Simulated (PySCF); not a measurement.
C3H8AlCl, SMILES [Cl][Al]([CH2]C)[CH3].

Coordinates come from a B3LYP-D3(BJ)/def2-SVP optimisation. The structure was generated by enumeration; whether it is a known compound was not checked. One conformer was computed; it need not be the lowest.

Two levels are set side by side: TDA-PBE/def2-SVPD (PySCF) and TDA-CAM-B3LYP/def2-SVPD (PySCF). Vertical, same geometry. The lowest singlet is HOMO→LUMO 100 % with PBE and HOMO→LUMO+1 98 % with the other functional; states are paired by order. Differences are taken from unrounded values.

```json
[
 {"quantity": "lowest singlet excitation (eV)", "TDA-CAM-B3LYP": "5.64"},
 {"quantity": "lowest triplet excitation (TDA) (eV)", "TDA-CAM-B3LYP": "5.33"},
 {"quantity": "first bright state (f over 0.05) (eV)", "TDA-CAM-B3LYP": "6.43"},
 {"quantity": "its oscillator strength", "TDA-CAM-B3LYP": "0.13"}
]
```

Problem. What does TDA-PBE give, and how far is it from TDA-CAM-B3LYP? (Estimate from the structure and the level; the computed values follow.)

Solution. 
| quantity | TDA-PBE | TDA-PBE minus TDA-CAM-B3LYP |
|---|---|---|
| lowest singlet excitation (eV) | 4.97 | -0.68 |
| lowest triplet excitation (TDA) (eV) | 4.68 | -0.65 |
| first bright state (f over 0.05) (eV) | 5.57 | -0.87 |
| its oscillator strength | 0.10 | -0.03 |

A lower first singlet is the usual sign of a functional without exact exchange. Differences between two approximate levels are no errors against the true value.

Rough cost on one machine, each run with all the roots and properties that it gave: TDA-CAM-B3LYP against TDA-PBE about 5 times.
